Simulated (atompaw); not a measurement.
Scattering properties, PAW (atompaw) potential for Ru

* Element: Ru
* Generator: atompaw 4.2.0.5
* Type: PAW
* Functional: LDA (PW92)
* Relativity: scalar-relativistic
* Frozen core: [Ar] 3d10 4s2
* Valence charge: 14
* Reference configuration: 4p6 4d7 5s0 5p0 (charge +1)
* Partial waves: 5s (bound, empty): rc 2.70 bohr; 5s channel at 3.85 Ry: rc 2.70 bohr; 4p (bound): rc 1.30 bohr; 5p (bound, empty): rc 2.70 bohr; 4d (bound): rc 2.70 bohr; 4d channel at 0.05 Ry: rc 2.70 bohr
* Local potential: bessel scheme, radius 2.15 bohr
* Core correction: smooth core density matched at 2.15 bohr
* Augmentation charge: besselshape compensation charge, radius 2.60 bohr; PAW radius 2.70 bohr; waves and projectors: custom polynom vanderbiltortho

The phase is arctan(r·u′/u) with u = r·R(r), unwrapped; energies in Ry, scanned from -6 to 5 Ry. A pole is an energy at which the radial function vanishes at the test radius. The pseudo phase is shifted by a multiple of π to meet the all-electron one at the reference energy, and phase errors are pseudo minus all-electron; the curves can meet again beyond the range given. Levels narrower than the energy grid can be missing from the lists of poles.

```tsv
channel	radius (bohr)	reference energy (Ry)	poles, all-electron	poles, pseudo	unbroken range about the reference energy with phases within 0.05 rad	phase error 1 Ry above the reference energy (rad)
s	2.70	-0.80	1.33	1.30, 3.10	below 3.0	-0.002
p	2.70	-0.46	-3.93, 2.50	-3.93, 2.35	below 4.1	-0.007
d	2.70	-0.94	-0.64, 4.67	-0.64	the whole range	+0.000
```

Phases in the d channel:

| E (Ry) | all-electron | pseudo |
| --- | --- | --- |
| -6.00 | 1.413 | 1.413 |
| -5.52 | 1.405 | 1.405 |
| -5.04 | 1.396 | 1.397 |
| -4.56 | 1.386 | 1.386 |
| -4.08 | 1.373 | 1.374 |
| -3.60 | 1.357 | 1.358 |
| -3.12 | 1.337 | 1.337 |
| -2.64 | 1.307 | 1.307 |
| -2.16 | 1.258 | 1.258 |
| -1.68 | 1.152 | 1.153 |
| -1.20 | 0.543 | 0.544 |
| -0.72 | -1.507 | -1.507 |
| -0.24 | -1.738 | -1.738 |
| 0.24 | -1.862 | -1.862 |
| 0.72 | -2.018 | -2.018 |
| 1.20 | -2.346 | -2.339 |
| 1.68 | -3.233 | -3.191 |
| 2.16 | -4.093 | -4.056 |
| 2.64 | -4.401 | -4.376 |
| 3.12 | -4.536 | -4.515 |
| 3.60 | -4.613 | -4.592 |
| 4.08 | -4.664 | -4.642 |
| 4.56 | -4.704 | -4.679 |
